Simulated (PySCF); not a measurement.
## Electric field gradients and quadrupole coupling constants

C4HClNPS.
Bonds: N1–C2 (triple), C2–C3, C3–P4 (aromatic), P4–C5 (aromatic), C5–S6 (aromatic), S6–C7 (aromatic), C7–Cl8, C3–C7 (aromatic). Hydrogens: H9 on C5.

Field gradients from the PBE0/pcSseg-1 density (PySCF, non-relativistic), principal values in atomic units, ordered |Vxx| ≤ |Vyy| ≤ |Vzz|:

```
atom      Vxx      Vyy      Vzz
  N1   0.4380   0.5349  -0.9729
  S6  -0.4224  -1.4492   1.8716
 Cl8  -1.9376  -2.2999   4.2375
```

**Question.** Find the asymmetry η = (Vxx − Vyy)/Vzz and the couplings χ = eQV/h (234.96 MHz × Q in barn × V in au), with Q(14N) = 0.02044 b, Q(33S) = −0.0678 b, Q(35Cl) = −0.0817 b.

**Answer.** 
| atom | environment | nucleus | η | χzz (MHz) | χxx (MHz) | χyy (MHz) |
| --- | --- | --- | --- | --- | --- | --- |
| N1 | nitrile nitrogen | 14N | 0.10 | -4.673 | 2.104 | 2.569 |
| S6 | thiophene-type sulfur | 33S | 0.55 | -29.82 | 6.73 | 23.09 |
| Cl8 | aryl chlorine | 35Cl | 0.09 | -81.35 | 37.20 | 44.15 |

The tensor is traceless: Vxx + Vyy + Vzz = 0.

**Question.** What is Vzz at S6 in SI units (1 au = 9.71736 × 10²¹ V/m²)?

**Answer.** 1.8716 au = 18.187 × 10²¹ V/m².

**Question.** And the gradient at the other heavy atoms, for which no coupling is worked out here?

**Answer.** 
| atom | environment | Vzz (au) | η |
| --- | --- | --- | --- |
| C2 | nitrile carbon | -0.351 | 0.01 |
| C3 | substituted aromatic carbon | -0.106 | 0.33 |
| P4 | phosphorus bonded to 2 C | -1.197 | 0.14 |
| C5 | aromatic CH next to a ring sulfur | -0.279 | 0.06 |
| C7 | aromatic C–Cl carbon | 0.242 | 0.67 |

Isolated species at its GFN2-xTB geometry, gas phase. GFN2-xTB bond lengths can be off by several hundredths of an ångström, more for odd bonds, and the gradients follow them. With a basis this small, the couplings can be 20 % off.

The run behind these numbers computed NMR shieldings as well. Hardware: one thread of an Arm Neoverse N1 (shared host). Cost: 30 s of wall time, 0.73 GiB resident at most.
